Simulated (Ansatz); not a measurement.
Species: AlN, charge 0, triplet. AlN (SMILES [N]=[Al], triplet).
B3LYP-D3(BJ)/def2-TZVP minimum from Ansatz (a quantum-chemistry and plane-wave program):
```
Al
N 1 1.7925
```
Charge 0, spin multiplicity 3.

Hartree-Fock and CCSD correlation energies in hartree (Ansatz). Radicals and triplets start from unrestricted determinants; spin-orbit coupling is neglected. Cores are frozen in correlated methods. No relativity. The UHF reference of AlN ([N]=[Al], triplet) is spin-contaminated (<S^2> up to 0.07 over the pure value in the sets run). The determinant of AlN ([N]=[Al], triplet) is a saddle point of the SCF energy; a lower one exists, which strains HF and MP2.

```csv
basis,X,E(HF),"E(corr, CCSD)"
cc-pV(T+d)Z,3,-296.30030,-0.21801
cc-pV(Q+d)Z,4,-296.30630,-0.22971
cc-pV(5+d)Z,5,-296.30763,withheld
```

### Question
Fit E(corr) = E∞ + A/X³ to X = 3 and 4, predict X = 5, and compare with the run.

### Answer
A = (-0.21801 - (-0.22971))/(1/27 - 1/64) = 0.5464; E∞ = -0.22971 - A/64 = -0.23825; at X = 5, E∞ + A/125 = -0.23388. The run gave -0.23398, 0.10 mEh below the prediction. The same form on X = 4 and 5 gives E∞ = -0.23846, 0.21 mEh below the first estimate.
